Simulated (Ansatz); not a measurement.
Consider the formal exchange of groups at the Si–S bond: `C[SiH](S)CF` + SiH₄ → `C[SiH]([SiH3])CF` + H₂S.

Calculated with Ansatz (gas phase, PBE0-D4/def2-TZVP geometries, no zero-point term in ΔE). CCSD(T)/CBS is the MP2 limit (def2-TZVPP, def2-QZVPP) plus CCSD(T) − MP2 in def2-TZVPP, frozen cores. This one scheme is used for every species. DFT in def2-TZVPP. Each species was taken in one conformer, which may not be the lowest.

`C[SiH](S)CF`:

```xyz
12

C     1.599    0.240    0.099
Si   -0.015   -0.513   -0.441
S    -0.533   -2.278    0.660
C    -1.418    0.743   -0.236
F    -1.091    1.934   -0.885
H     2.426   -0.454   -0.063
H     1.573    0.501    1.160
H     1.790    1.153   -0.470
H     0.038   -0.972   -1.852
H    -0.418   -1.692    1.864
H    -2.355    0.366   -0.658
H    -1.597    0.971    0.821
```

SiH₄:

```xyz
5

Si    0.000    0.000    0.000
H     1.332    0.652    0.074
H    -1.060    1.039   -0.003
H    -0.182   -0.889    1.175
H    -0.089   -0.802   -1.246
```

`C[SiH]([SiH3])CF`:

Z-matrix (Å, degrees):
```
C
Si 1 1.873
H 1 1.092 2 111.2
H 1 1.093 2 110.8 3 -120.3
H 1 1.092 2 110.2 3 119.9
Si 2 2.342 1 111.7 3 -57.2
C 2 1.901 1 110.0 3 -178.7
H 2 1.494 1 110.6 3 64.7
H 6 1.488 2 110.9 1 -55.3
H 6 1.489 2 110.5 1 -175.8
H 6 1.490 2 110.2 1 64.5
F 7 1.395 2 110.0 1 63.6
H 7 1.096 2 111.4 1 -55.8
H 7 1.095 2 111.7 1 -176.4
```

H₂S:

```xyz
3

S     0.604   -0.111    0.083
H    -0.504   -0.854    0.216
H    -0.099    0.965   -0.299
```

CCSD(T)/CBS gives +66.8 kJ/mol.

Problem. Another level gave +70.3 kJ/mol. Which?
A. ωB97M-V/def2-TZVPP
B. r2SCAN-D4/def2-TZVPP
C. MP2/def2-TZVPP
D. PBE/def2-TZVPP

Solution. A. ωB97M-V 70.3, r2SCAN-D4 65.1, MP2/def2-TZVPP 74.5, PBE 56.6 kJ/mol.

Largest T1 diagnostic among the species: 0.012.

From PBE to PBE0 (25 % exact exchange), in def2-TZVPP and without D4, ΔE moves by +3.6 kJ/mol.
